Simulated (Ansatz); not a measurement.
`[F][SnH2][AsH2]` + CH₃OH → `O[AsH2]` + `[CH3][SnH2][F]`  (formal exchange of groups at the As–Sn bond)

Calculated with Ansatz (gas phase, PBE0-D4/def2-TZVP geometries, no zero-point term in ΔE). CCSD(T)/CBS adds triple-zeta CCSD(T) − MP2 to the extrapolated MP2 energy (def2 sets, frozen cores). This one scheme is used for every species. Functionals use def2-TZVPP. HSE06 is defined as in plane-wave codes. Elements past krypton have def2 core potentials. For As, Sn outer-core shells are correlated without core-valence functions, which leaves a few kJ/mol of doubt a bond. Scalar relativity is left out up to krypton.

(1) Is it downhill or uphill in electronic energy at CCSD(T)/CBS, and by how much? (Best estimate.)

(2) What do these levels give: ωB97X-V, ωB97M-V, r2SCANh, r2SCAN0, HSE06, RPA@PBE/def2-TZVPP, MP2/def2-SVP, CCSD/def2-TZVPP, HF/def2-QZVPP, SCS-MP2/def2-QZVPP, HF/CBS(def2), CCSD/CBS(def2)? (Estimate.)

(3) What do rigid-rotor, harmonic-oscillator terms from PBE0-D4/def2-TZVP frequencies (298.15 K, 1 bar) make of the CCSD(T)/CBS value? (Estimate.)

Largest T1 diagnostic among the species: 0.013.

Answers

(1) Ansatz gave: Uphill: ΔE = +4.6 kJ/mol.

(2) The calculation gave: ωB97X-V 2.1, ωB97M-V 2.9, r2SCANh 8.6, r2SCAN0 11.0, HSE06 13.5, RPA@PBE/def2-TZVPP -4.1, MP2/def2-SVP 18.5, CCSD/def2-TZVPP -0.3, HF/def2-QZVPP 6.4, SCS-MP2/def2-QZVPP -3.5, HF/CBS(def2) 6.2, CCSD/CBS(def2) 5.7 kJ/mol.

(3) Ansatz gave: ΔZPE = -4.8 kJ/mol, ΔH = -0.9 kJ/mol, ΔS = 0 J/(mol·K), ΔG = -0.9 kJ/mol.

From r2SCAN to r2SCAN0 (25 % exact exchange), in def2-TZVPP and without D4, ΔE moves by +4.1 kJ/mol. At CCSD(T), def2-SVP lies +19.5 kJ/mol from the extrapolated value and def2-TZVPP −6.0 kJ/mol.
